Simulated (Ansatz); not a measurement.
`[SiH3]CC1C[SiH2]1` → `CC1C[SiH2]1` + `[SiH2]`  (silylene formation by 1,1-elimination)

Calculated with Ansatz (gas phase, PBE0-D4/def2-TZVP geometries, no zero-point term in ΔE). CCSD(T)/CBS adds triple-zeta CCSD(T) − MP2 to the extrapolated MP2 energy (def2 sets, frozen cores). This one scheme is used for every species. Each species was taken in one conformer, which may not be the lowest.

`[SiH3]CC1C[SiH2]1`:

```xyz
15

Si   -1.940    1.149   -0.041
C    -0.495    0.306   -0.905
C     0.722    0.197   -0.010
C     0.701   -0.866    1.108
Si    1.993   -1.145   -0.184
H    -1.529    2.506    0.413
H    -3.106    1.288   -0.958
H    -2.373    0.371    1.151
H    -0.819   -0.687   -1.238
H    -0.256    0.865   -1.816
H     1.107    1.159    0.322
H    -0.167   -1.519    1.115
H     0.986   -0.541    2.103
H     3.414   -0.879    0.130
H     1.764   -2.204   -1.190
```

`CC1C[SiH2]1`:

Cartesian coordinates in Å:
```
C -1.510 -0.290 0.183
C -0.261 0.520 -0.055
C 0.810 -0.072 -0.994
Si 1.358 0.131 0.760
H -1.271 -1.334 0.407
H -2.158 -0.287 -0.700
H -2.085 0.101 1.026
H -0.450 1.577 -0.232
H 0.609 -1.075 -1.359
H 1.206 0.583 -1.764
H 1.455 -1.072 1.616
H 2.297 1.218 1.112
```

`[SiH2]`:

Cartesian coordinates in Å:
```
Si 0.120 -0.271 -0.647
H 0.743 0.856 0.171
H -0.864 -0.584 0.476
```

```csv
species,CCSD(T)/CBS(def2) energy (Eh)
`[SiH3]CC1C[SiH2]1`,-698.28589
`CC1C[SiH2]1`,-408.00872
`[SiH2]`,-290.19011
```

Question: Work out ΔE.

Answer: ΔE = (-408.00872) + (-290.19011) − (-698.28589) = 0.08706 Eh = +54.6 kcal/mol.

Question: What do rigid-rotor, harmonic-oscillator terms from PBE0-D4/def2-TZVP frequencies (298.15 K, 1 bar) make of the CCSD(T)/CBS value? (Estimate.)

Answer: Ansatz gave: ΔZPE = -2.0 kcal/mol, ΔH = +53.6 kcal/mol, ΔS = 153 J/(mol·K), ΔG = +42.7 kcal/mol.

Largest T1 diagnostic among the species: 0.014.

Leaving LDA and LC-ωPBE aside and taking each functional with its dispersion term where it has one, the values, not all of them listed here, spread over 8.2 kcal/mol, from BLYP-D4 to r2SCAN0-D4. LDA lies +8.9 kcal/mol from PBE without D4. In def2-TZVPP, CCSD(T) changes the Hartree–Fock value by +4.6 kcal/mol (the triples alone add +1.3 kcal/mol) and MP2 by +9.6 kcal/mol. At CCSD(T), def2-SVP lies −4.1 kcal/mol from the extrapolated value and def2-TZVPP −1.6 kcal/mol.
